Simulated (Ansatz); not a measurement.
Start from `CN[BH][SnH3]` and change one atom or group to get `CN[BH][GeH3]`.

Ansatz, PBE0-D4/def2-TZVP geometries, multiplicity 1. Each molecule was computed in one conformer, which needn't be the lowest.

Elements past krypton have def2 core potentials. Scalar relativity is left out up to krypton.

```tsv
property	`CN[BH][SnH3]`
HOMO–LUMO gap (B3LYP/def2-TZVPP) / eV	6.48
size of the dipole moment (ωB97M-V/def2-TZVPP) / D	3.16
HOMO–LUMO gap (ωB97M-V/def2-TZVPP) / eV	10.79
HOMO–LUMO gap (PBE/def2-TZVPP) / eV	4.85
HOMO energy (B3LYP/def2-TZVPP) / eV	-7.24
LUMO energy (B3LYP/def2-TZVPP) / eV	-0.76
```

Q: What does the change do to each property? (Estimate.)

A: Ansatz gave: 
```
                                          property  `CN[BH][GeH3]`  shift
             HOMO–LUMO gap (B3LYP/def2-TZVPP) / eV            6.96   0.48
size of the dipole moment (ωB97M-V/def2-TZVPP) / D            2.90  -0.26
           HOMO–LUMO gap (ωB97M-V/def2-TZVPP) / eV           11.39   0.60
               HOMO–LUMO gap (PBE/def2-TZVPP) / eV            5.25   0.40
               HOMO energy (B3LYP/def2-TZVPP) / eV           -7.55  -0.31
               LUMO energy (B3LYP/def2-TZVPP) / eV           -0.59   0.17
```

With PBE0 the HOMO falls by 0.31 eV and the LUMO rises by 0.17 eV, so the gap widens by about 0.48 eV. PBE moves the HOMO by -0.24 eV and ωB97M-V by -0.35 eV. Dipoles are sizes alone; their direction can turn.

Positive LUMOs are unbound, so they and the gaps depend on the basis.

B3LYP here is the variant with VWN-RPA as its local correlation; programs differ in this.
